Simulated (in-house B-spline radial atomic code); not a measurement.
Ionisation energies along the 25-electron series, configuration [Ar] 3d7, as differences of self-consistent energies. NIST's values go from ground level to ground level; the uncertainty of those that are theory runs from under 0.1 % in few-electron ions to several per cent in heavy many-electron ones. Computed with a B-spline radial code for spherical atoms: non-relativistic Hartree-Fock, average of the configuration, point nuclei.

This level leaves out relativity, spin-orbit splitting included, which matters for heavy ions.

| ion | configuration after | ionisation energy (eV) | IE/(q+1)² (eV) | -ε less Coulomb ΔSCF (eV) | tabulated value (eV) | tabulated kind | computed minus tabulated (eV) |
| --- | --- | --- | --- | --- | --- | --- | --- |
| Hf47+ | [Ar] 3d6 | 4135.7 | 1.795 | 3.161 | 4118 | tabulated theory | 18 |
| Ta48+ | [Ar] 3d6 | 4297.0 | 1.7897 | 3.1625 | 4278 | tabulated theory | 19 |
| W49+ | [Ar] 3d6 | 4461.3 | 1.7845 | 3.164 | 4446 | semi-empirical | 15 |
| Re50+ | [Ar] 3d6 | 4628.5 | 1.7795 | 3.1654 | 4609 | tabulated theory | 20 |
| Os51+ | [Ar] 3d6 | 4798.9 | 1.7747 | 3.1667 | 4779 | tabulated theory | 20 |
| Ir52+ | [Ar] 3d6 | 4972.2 | 1.7701 | 3.168 | 4952 | tabulated theory | 20 |
| Pt53+ | [Ar] 3d6 | 5148.6 | 1.7656 | 3.1693 | 5128 | tabulated theory | 21 |
| Au54+ | [Ar] 3d6 | 5328.0 | 1.7613 | 3.1706 | 5307 | tabulated theory | 21 |
